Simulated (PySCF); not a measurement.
(trifluorovinyl)benzene, C8H5F3.
Numbering: `[F:1][C:2]([F:3])=[C:4]([F:5])[c:6]1[cH:7][cH:8][cH:9][cH:10][cH:11]1` (hydrogens: H12 on C7; H13 on C8; H14 on C9; H15 on C10; H16 on C11)

Computed with PySCF at wB97X-D/def2-SVPD, non-relativistic, on one gas-phase PBE0-D3(BJ)/def2-SVP geometry that isn't relaxed in the solvent. The solvent is an IEF-PCM continuum (cavity from Bondi-type radii × 1.2). The model holds no explicit solvent molecules, cavitation or dispersion.

Gas phase at wB97X-D/def2-SVPD: HOMO -8.46 eV, LUMO 0.42 eV, dipole 1.91 D.

Task: What does the continuum do to the energy, the frontier levels and the dipole at wB97X-D/def2-SVPD in benzene and tetrahydrofuran?

Result: 
| solvent | ε | E(solvent) − E(gas) (kJ/mol) | polarisation term (kJ/mol) | distortion of the solute (kJ/mol) | HOMO (eV) | LUMO (eV) | dipole (D) |
| --- | --- | --- | --- | --- | --- | --- | --- |
| benzene | 2.271 | -5.15 | -5.41 | 0.26 | -8.42 | 0.47 | 2.13 |
| tetrahydrofuran | 7.426 | -9.71 | -10.66 | 0.95 | -8.41 | 0.49 | 2.30 |

The polarisation term is half the interaction of the solute with the surface charges that it induces; the rest is the cost of distorting the solute's density. The sum is the electrostatic part of solvation alone. From benzene to tetrahydrofuran the lowering changes by a factor 1.88, Onsager's factor (ε − 1)/(2ε + 1) by 1.77 and ε itself by 3.3.

Task: Which radius a makes the point-dipole formula ΔE = −[(ε − 1)/(2ε + 1)]·μ²/a³ give the value in tetrahydrofuran, with the gas-phase dipole?

Result: μ = 0.750 au and |ΔE| = 0.00370 Eh give a = 2.09 Å; the farthest nucleus lies 4.09 Å from the centroid of the nuclei, so such a sphere wouldn't even hold the nuclei. The formula assumes a rigid point dipole at the centre of a sphere.

Task: How does the static polarisability (wB97X-D/def2-SVPD, frozen core, with the continuum's full static response) change?

Result: 
| medium | isotropic (au) | principal values (au) | ⟨r²⟩ of the electrons (bohr²) |
| --- | --- | --- | --- |
| gas | 97.9 | 55.3, 98.4, 140.1 | 1847.0 |
| benzene | 113.3 | 62.5, 114.9, 162.4 | 1846.5 |
| tetrahydrofuran | 128.1 | 71.6, 131.2, 181.7 | 1846.0 |

The isotropic value in tetrahydrofuran is 1.31 times the gas-phase one; no cavity-field correction is applied. ⟨r²⟩ is taken about the centre of nuclear charge.

The run took 4.2 min wall, 2.4 min CPU on x86-64 server, one thread, shared host. This is the whole response run at wB97X-D/def2-SVPD in tetrahydrofuran, SCF included.

The values belong to the conformer `[F:1][C:2]([F:3])=[C:4]([F:5])[c:6]1[cH:7][cH:8][cH:9][cH:10][cH:11]1`: C2–C4–C6–C7 179°.

wB97X-D is run here without its empirical dispersion term; that term would change no orbital, density or response property at a fixed geometry.
